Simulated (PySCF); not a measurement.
Os(OH)2 (H₂O₂Os), SMILES [OH][Os][OH] (connectivity only; charge and spin as stated), neutral, multiplicity 3.

Geometry optimised at PBE0-D3(BJ)/def2-TZVP. A frequency run showed that this geometry is not a minimum. The spin state was assumed, not searched. The def2 effective core potentials stand for the cores of Os; spin–orbit coupling is left out. Other conformers were not sampled.

These are TDA-PBE/def2-SVPD run with PySCF 2.14.0 values and carry that method's errors.

Vertical excitations. 

Q: List the lowest excited states. (The exact figures need the calculation; the answer reports its results.)

A: 
```
state    energy (eV)  λ (nm)      f                                                    main pairs
-------  -----------  ------  -----  ------------------------------------------------------------
root 1          0.41    3051  0.000                                              β HOMO→LUMO 99 %
root 2          0.82    1514  0.000                        α HOMO−1→LUMO 43 %, β HOMO→LUMO+2 50 %
root 3          0.89    1392  0.000                                            β HOMO−1→LUMO 99 %
root 4          0.96    1285  0.000  α HOMO−2→LUMO 40 %, β HOMO−1→LUMO+2 30 %, β HOMO→LUMO+1 29 %
root 5          1.13    1094  0.000                                              α HOMO→LUMO 99 %
root 6          1.16    1068  0.000                      β HOMO→LUMO+1 63 %, β HOMO−1→LUMO+2 33 %
root 7          1.24    1003  0.000                                          β HOMO−1→LUMO+1 93 %
root 8          1.58     784  0.000   α HOMO−2→LUMO 56 %, β HOMO−1→LUMO+2 35 %, β HOMO→LUMO+1 6 %
root 9          1.76     705  0.000                        α HOMO−1→LUMO 53 %, β HOMO→LUMO+2 47 %
root 10         2.16     574  0.000                                            α HOMO−3→LUMO 96 %
```
Unrestricted roots are not spin-pure.
